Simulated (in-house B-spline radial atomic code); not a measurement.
Successive ionisation energies of holmium; each step leads to the configuration of the next row (after the last: [Kr] 4d3/2(2)). Dirac energy differences include first-order Breit, QED and recoil terms. NIST's values go from ground level to ground level; the uncertainty of those that are theory runs from under 0.1 % in few-electron ions to several per cent in heavy many-electron ones. Computed with a radial B-spline atomic code at the basis-set limit: Dirac-Hartree-Fock, jj configuration that fills j = l - 1/2 first, finite nuclei.

Some pairs differ by more than the removed electron.

A number in brackets counts the electrons of a j subshell.

```json
{"ion": "Ho12+", "configuration": "[Kr] 4d10 4f5/2(6) 4f7/2(1) 5s2", "ionisation energy (eV)": "237.2", "tabulated value (eV)": "263", "tabulated kind": "tabulated theory", "computed minus tabulated (eV)": "-25.8", "highest orbital": "4f7/2", "largest mean radius (bohr)": "1.1031"}
{"ion": "Ho13+", "configuration": "[Kr] 4d10 4f5/2(6) 5s2", "ionisation energy (eV)": "273.7", "tabulated value (eV)": "284", "tabulated kind": "tabulated theory", "computed minus tabulated (eV)": "-10.3", "highest orbital": "5s1/2", "largest mean radius (bohr)": "1.0806"}
{"ion": "Ho14+", "configuration": "[Kr] 4d10 4f5/2(6) 5s1", "ionisation energy (eV)": "309.0", "tabulated value (eV)": "305", "tabulated kind": "tabulated theory", "computed minus tabulated (eV)": "4.0", "highest orbital": "5s1/2", "largest mean radius (bohr)": "1.0671"}
{"ion": "Ho15+", "configuration": "[Kr] 4d10 4f5/2(4) 5s2", "ionisation energy (eV)": "311.6", "tabulated value (eV)": "340", "tabulated kind": "tabulated theory", "computed minus tabulated (eV)": "-28.4", "highest orbital": "5s1/2", "largest mean radius (bohr)": "1.0384"}
{"ion": "Ho16+", "configuration": "[Kr] 4d10 4f5/2(5)", "ionisation energy (eV)": "360.0", "tabulated value (eV)": "373", "tabulated kind": "tabulated theory", "computed minus tabulated (eV)": "-13.0", "highest orbital": "4f5/2", "largest mean radius (bohr)": "0.59359"}
{"ion": "Ho17+", "configuration": "[Kr] 4d10 4f5/2(4)", "ionisation energy (eV)": "396.4", "tabulated value (eV)": "408", "tabulated kind": "tabulated theory", "computed minus tabulated (eV)": "-11.6", "highest orbital": "4f5/2", "largest mean radius (bohr)": "0.57992"}
{"ion": "Ho18+", "configuration": "[Kr] 4d10 4f5/2(3)", "ionisation energy (eV)": "434.0", "tabulated value (eV)": "441", "tabulated kind": "tabulated theory", "computed minus tabulated (eV)": "-7.0", "highest orbital": "4f5/2", "largest mean radius (bohr)": "0.56717"}
{"ion": "Ho19+", "configuration": "[Kr] 4d10 4f5/2(2)", "ionisation energy (eV)": "472.9", "tabulated value (eV)": "475", "tabulated kind": "tabulated theory", "computed minus tabulated (eV)": "-2.1", "highest orbital": "4f5/2", "largest mean radius (bohr)": "0.55522"}
{"ion": "Ho20+", "configuration": "[Kr] 4d10 4f5/2(1)", "ionisation energy (eV)": "512.9", "tabulated value (eV)": "510", "tabulated kind": "tabulated theory", "computed minus tabulated (eV)": "2.9", "highest orbital": "4f5/2", "largest mean radius (bohr)": "0.54522"}
{"ion": "Ho21+", "configuration": "[Kr] 4d10", "ionisation energy (eV)": "715.8", "tabulated value (eV)": "715", "tabulated kind": "tabulated theory", "computed minus tabulated (eV)": "0.8", "highest orbital": "4d5/2", "largest mean radius (bohr)": "0.53932"}
{"ion": "Ho22+", "configuration": "[Kr] 4d3/2(4) 4d5/2(5)", "ionisation energy (eV)": "756.9", "tabulated value (eV)": "755", "tabulated kind": "tabulated theory", "computed minus tabulated (eV)": "1.9", "highest orbital": "4d5/2", "largest mean radius (bohr)": "0.53349"}
{"ion": "Ho23+", "configuration": "[Kr] 4d3/2(4) 4d5/2(4)", "ionisation energy (eV)": "798.7", "tabulated value (eV)": "797", "tabulated kind": "tabulated theory", "computed minus tabulated (eV)": "1.7", "highest orbital": "4d5/2", "largest mean radius (bohr)": "0.52811"}
{"ion": "Ho24+", "configuration": "[Kr] 4d3/2(4) 4d5/2(3)", "ionisation energy (eV)": "841.1", "tabulated value (eV)": "842", "tabulated kind": "tabulated theory", "computed minus tabulated (eV)": "-0.9", "highest orbital": "4d5/2", "largest mean radius (bohr)": "0.52286"}
{"ion": "Ho25+", "configuration": "[Kr] 4d3/2(4) 4d5/2(2)", "ionisation energy (eV)": "884.2", "tabulated value (eV)": "885", "tabulated kind": "tabulated theory", "computed minus tabulated (eV)": "-0.8", "highest orbital": "4d5/2", "largest mean radius (bohr)": "0.51773"}
{"ion": "Ho26+", "configuration": "[Kr] 4d3/2(4) 4d5/2(1)", "ionisation energy (eV)": "927.9", "tabulated value (eV)": "929", "tabulated kind": "tabulated theory", "computed minus tabulated (eV)": "-1.1", "highest orbital": "4d5/2", "largest mean radius (bohr)": "0.51273"}
{"ion": "Ho27+", "configuration": "[Kr] 4d3/2(4)", "ionisation energy (eV)": "984.4", "tabulated value (eV)": "985", "tabulated kind": "tabulated theory", "computed minus tabulated (eV)": "-0.6", "highest orbital": "4d3/2", "largest mean radius (bohr)": "0.50388"}
{"ion": "Ho28+", "configuration": "[Kr] 4d3/2(3)", "ionisation energy (eV)": "1029.7", "tabulated value (eV)": "1029", "tabulated kind": "tabulated theory", "computed minus tabulated (eV)": "0.7", "highest orbital": "4d3/2", "largest mean radius (bohr)": "0.50036"}
```
